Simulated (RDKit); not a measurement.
RDKit input (UFF):

```python
from rdkit import Chem
from rdkit.Chem import AllChem, rdDetermineBonds

mol = Chem.MolFromXYZFile('mol.xyz')
rdDetermineBonds.DetermineBonds(mol, charge=0)
print('SMILES', Chem.MolToSmiles(Chem.RemoveHs(mol)))
ff = AllChem.UFFGetMoleculeForceField(mol)
e0 = ff.CalcEnergy()
flag = ff.Minimize(maxIts=5000, forceTol=1e-5)
print(f'energy {e0:.4f} -> {ff.CalcEnergy():.4f} kcal/mol, converged: {flag == 0}')
print(Chem.MolToXYZBlock(mol))
```
mol.xyz:
```
6

N     -1.70610600    -0.30198400     0.09266800
B     -0.34388800    -0.06086900     0.01867800
Cl     0.25552600     1.55704800    -0.37806600
Cl     0.81122800    -1.36823000     0.32012500
H     -2.08200400    -1.20817100     0.31535200
H     -2.39063600     0.41650500    -0.07241800
```

Output:

```
SMILES NB(Cl)Cl
energy 20.6728 -> 0.0584 kcal/mol, converged: True
6

N     -1.816753   -0.239470    0.416311
B     -0.334130   -0.089747    0.105810
Cl     0.265239    1.287972   -0.966826
Cl     0.878984   -1.272701    0.831886
H     -2.119664   -1.155992    0.017276
H     -2.329557    0.504238   -0.108118
```

The geometry given is a B3LYP-D3(BJ)/def2-TZVP minimum.
